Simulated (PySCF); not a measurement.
A side-by-side comparison of computed properties.

First species: C5H13NOSi2.
SMILES with atom numbers: `[CH3:1][C:2](=[O:3])[C@@H:4]1[CH2:5][C@@H:6]1[N:7]([SiH3:8])[SiH3:9]` (hydrogens: H10, H11, H12 on C1; H13 on C4; H14, H15 on C5; H16 on C6; H17, H18, H19 on Si8; H20, H21, H22 on Si9)

Second species: C7H8ClFO.
Z-matrix (Å and degrees, GFN2-xTB geometry), rows numbered from 1:
```
C 
C   1  1.3306
C   2  1.4481  1  124.66
Cl  3  1.7273  2  114.97  1    15.79
C   3  1.3561  2  127.25  1  -167.34
C   5  1.5064  3  122.77  2  -174.64
C   6  1.5307  5  110.74  3   -88.21
C   5  1.4588  3  124.49  2     7.54
O   8  1.1863  5  128.10  3  -160.27
F   8  1.3725  5  114.11  3    22.51
H   1  1.0756  2  120.92  3  -179.68
H   1  1.0771  2  122.38  3     1.08
H   2  1.0787  1  119.39  3   179.81
H   6  1.0903  5  110.07  3    33.19
H   6  1.0909  5  108.32  3   152.12
H   7  1.0865  6  109.97  5  -179.69
H   7  1.0874  6  110.62  5    60.33
H   7  1.0875  6  110.39  5   -59.95
```

Levels: PBE0/pcSseg-1 for dipole moment, HOMO energy, LUMO energy and HOMO–LUMO gap; GFN2-xTB for rotational constant A and rotational constant C. Geometries: GFN2-xTB. All species are isolated and taken at one optimised geometry, non-relativistic unless stated; the electronic structure was computed with PySCF and density fitting.

The conformers computed, where there is a choice (atom-mapped SMILES and torsion angles):
- `[CH3:1][C:2](=[O:3])[C@@H:4]1[CH2:5][C@@H:6]1[N:7]([SiH3:8])[SiH3:9]`: C1–C2–C4–C5 -159°, C5–C6–N7–Si8 -147°
- `[CH2:1]=[CH:2]/[C:3]([Cl:4])=[C:5](/[CH2:6][CH3:7])[C:8](=[O:9])[F:10]`: C1–C2–C3–Cl4 16°, C3–C5–C6–C7 -88°, C3–C5–C8–O9 -160°

Values for the first species:

- Dipole moment: 2.85 D
- HOMO energy: -6.75 eV
- LUMO energy: -0.43 eV
- HOMO–LUMO gap: 6.32 eV
- Rotational constant A: 1.527 GHz
- Rotational constant C: 0.813 GHz

**Question.** Estimate the same properties for the second species, and the change in each.

**Answer.** 
| property | first | second | second less first |
| --- | --- | --- | --- |
| dipole moment | 2.85 D | 2.74 D | -0.11 D |
| HOMO energy | -6.75 eV | -7.49 eV | -0.74 eV |
| LUMO energy | -0.43 eV | -2.52 eV | -2.09 eV |
| HOMO–LUMO gap | 6.32 eV | 4.97 eV | -1.35 eV |
| rotational constant A | 1.527 GHz | 1.407 GHz | -0.120 GHz |
| rotational constant C | 0.813 GHz | 0.618 GHz | -0.195 GHz |

On the first: The dipole matches unit charges of opposite sign 0.59 Å apart (1 e·Å = 4.8032 D).

On the second: The dipole matches unit charges of opposite sign 0.57 Å apart (1 e·Å = 4.8032 D).
